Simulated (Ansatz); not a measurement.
`[OH][Zr]([F])([Cl])[Cl]` + `C#[C][Zr]([Cl])([Cl])[C]#C` → `C#[C][Zr]([OH])([F])[Cl]` + `C#[C][Zr]([Cl])([Cl])[Cl]` at 500 K and 1 bar (redistribution).

Computed with Ansatz on PBE0-D4/def2-TZVP structures; ΔE is electronic, products minus reactants. CBS: MP2 limit from def2 TZ/QZ plus the TZ coupled-cluster correction, frozen cores. def2 core potentials past Kr. For Zr outer-core shells are correlated without core-valence functions, which leaves a few kJ/mol of doubt a bond. Each species was taken in one conformer, which may not be the lowest.

| species | CCSD(T)/CBS energy (Eh) | H − E (kJ/mol) | S (J/(mol·K)) |
| --- | --- | --- | --- |
| `[OH][Zr]([F])([Cl])[Cl]` | -1142.42143 | 90.5 | 439.2 |
| `C#[C][Zr]([Cl])([Cl])[C]#C` | -1120.00305 | 162.1 | 515.5 |
| `C#[C][Zr]([OH])([F])[Cl]` | -759.21682 | 143.5 | 477.5 |
| `C#[C][Zr]([Cl])([Cl])[Cl]` | -1503.20894 | 109.2 | 472.1 |

H − E and S are ideal-gas, rigid-rotor, harmonic terms from PBE0-D4/def2-TZVP, for one conformer and one mirror image of each species. 1 Eh = 2625.50 kJ/mol, R = 8.31446 J/(mol·K).

By hand: ΔE, ΔH, ΔS and ΔG.

ΔE = (-759.21682) + (-1503.20894) − (-1142.42143) − (-1120.00305) = -0.00128 Eh = -3.4 kJ/mol. Δ(H − E) = 143.5 + 109.2 − 90.5 − 162.1 = 0.1, so ΔH = -3.3 kJ/mol. ΔS = 477.5 + 472.1 − 439.2 − 515.5 = -5.1 J/(mol·K). ΔG = -3.3 − 500 × (-5.1)/1000 = -0.8 kJ/mol.

By hand: the equilibrium constant, and the temperature at which ΔG would vanish if ΔH and ΔS stayed fixed.

log₁₀ K = −ΔG/(RT ln 10) = 0.1. ΔG = 0 at ΔH/ΔS = 647 K, though so small a ΔH makes that figure unsure.

TΔS isn't small against ΔH here. The sign of ΔG lies within the doubt. A doubt of 5 kJ/mol in ΔE shifts log₁₀ K by 0.5 here. Other conformers and mirror images would add mixing entropy, several J/(mol·K) or more a flexible species. Modes under 60 cm⁻¹, often nearly free rotors, make the harmonic entropy too high. These are equilibria of isolated gas molecules and say nothing of rates. Largest T1 diagnostic: 0.017 (customary marks: 0.02 for closed shells, 0.045 for open ones).
